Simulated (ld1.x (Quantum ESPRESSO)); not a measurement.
## oxygen, PAW: configuration errors across variants

- Element: O (Z = 8)
- Generator: ld1.x (Quantum ESPRESSO) 7.5
- Type: PAW
- Functional: LDA (PZ)
- Relativity: scalar-relativistic
- Frozen core: [He]
- Valence charge: 6
- Reference configuration: 2s2 2p4
- Partial waves: 2s (bound): rcut 0.50, rcutus 0.65 bohr; 2s channel at -0.1 Ry: rcut 0.50, rcutus 0.65 bohr; 2p (bound): rcut 1.00, rcutus 1.10 bohr; 2p channel at 0.9 Ry: rcut 1.00, rcutus 1.10 bohr; 3d channel at -0.15 Ry: rcut 0.75, rcutus 1.00 bohr; 3d channel at 1.65 Ry: rcut 0.75, rcutus 1.00 bohr
- Local potential: all-electron potential smoothed inside 0.55 bohr (lloc = -1)
- Core correction: Bessel-smoothed model core, default radius (core density twice the valence density)
- Augmentation charge: PSQ, inside the norm-conserving radii

All-electron excitation energies from the reference (eV): (1) 2s2 2p3 16.584; (2) 2s2 2p2 50.292; (3) 2s2 2p1 104.255; (4) 2s1 2p4 31.422; (5) 2s1 2p5 14.584; (6) 2s2 2p0 181.211; (7) 2s2 2p3.5 6.366; (8) 2s2 2p4 spin -1.409; (9) 2s2 2p3 spin 12.572.

Spin tests fill each open shell by Hund’s rule, majority spin first.

The overlap operator is not positive definite (basis up to 400 Ry) in “base”, “waves 2p (bound): rcut 0.72, rcutus 0.76 bohr; 2p channel at 0.9 Ry: rcut 0.72, rcutus 0.76 bohr”, “waves 2p (bound): rcut 0.82, rcutus 0.86 bohr; 2p channel at 0.9 Ry: rcut 0.82, rcutus 0.86 bohr”, “waves 2p (bound): rcut 0.96, rcutus 1.02 bohr; 2p channel at 0.9 Ry: rcut 0.96, rcutus 1.02 bohr”, “waves 2p (bound): rcut 1.00, rcutus 1.32 bohr; 2p channel at 0.9 Ry: rcut 1.00, rcutus 1.32 bohr”, “waves 2p (bound): rcut 1.00, rcutus 1.50 bohr; 2p channel at 0.9 Ry: rcut 1.00, rcutus 1.50 bohr”, “waves 2p (bound): rcut 1.00, rcutus 1.62 bohr; 2p channel at 0.9 Ry: rcut 1.00, rcutus 1.62 bohr”. Such files are unfit for use, however small their errors in these radial tests.

Errors AE − PS in meV (a dash: test not solved or not reliable):

```csv
change,(1),(2),(3),(4),(5),(6),(7),(8),(9),bound ghosts
base,-1.2,-4.2,-11,-1.9,-1.4,-24,-0.5,-1.5,-5.9,not determined (overlap not positive)
"waves 2p (bound): rcut 0.72, rcutus 0.76 bohr; 2p channel at 0.9 Ry: rcut 0.72, rcutus 0.76 bohr",-0.9,-2.3,-6.9,-1.7,-0.7,-23,-0.4,-2.4,-8.6,not determined (overlap not positive)
"waves 2p (bound): rcut 0.82, rcutus 0.86 bohr; 2p channel at 0.9 Ry: rcut 0.82, rcutus 0.86 bohr",-0.9,-2.7,-8.3,-1.7,-0.6,-22,-0.4,-2.2,-7.4,not determined (overlap not positive)
"waves 2p (bound): rcut 0.96, rcutus 1.02 bohr; 2p channel at 0.9 Ry: rcut 0.96, rcutus 1.02 bohr",-1.3,-4.6,-12,-1.9,-1.4,-25,-0.5,-1.4,-5.6,not determined (overlap not positive)
"waves 2p (bound): rcut 1.00, rcutus 1.32 bohr; 2p channel at 0.9 Ry: rcut 1.00, rcutus 1.32 bohr",-1.2,-5.1,-15,-1.9,-1.3,-37,-0.4,-4.7,-17,not determined (overlap not positive)
"waves 2p (bound): rcut 1.00, rcutus 1.50 bohr; 2p channel at 0.9 Ry: rcut 1.00, rcutus 1.50 bohr",-1.5,-7.8,-22,-2.1,-1.1,-31,-0.4,-4.1,-15,not determined (overlap not positive)
"waves 2p (bound): rcut 1.00, rcutus 1.62 bohr; 2p channel at 0.9 Ry: rcut 1.00, rcutus 1.62 bohr",-2.1,-20,-50,-2.3,-1.2,-30,-0.3,-4.0,-18,not determined (overlap not positive)
```

(1) Give the same row for: waves 2p (bound): rcut 1.00, rcutus 1.14 bohr; 2p channel at 0.9 Ry: rcut 1.00, rcutus 1.14 bohr.

Answers

(1) -1.2, -3.9, -10, -1.9, -1.3, -23, -0.4, -1.6, -6.0; bound ghosts: not determined (overlap not positive). Its overlap operator is not positive definite in a basis up to 400 Ry (lowest eigenvalue d -16.60), so the file is unfit for use: the generalised eigenproblem breaks down once the basis is large enough, and its test numbers describe a broken file.
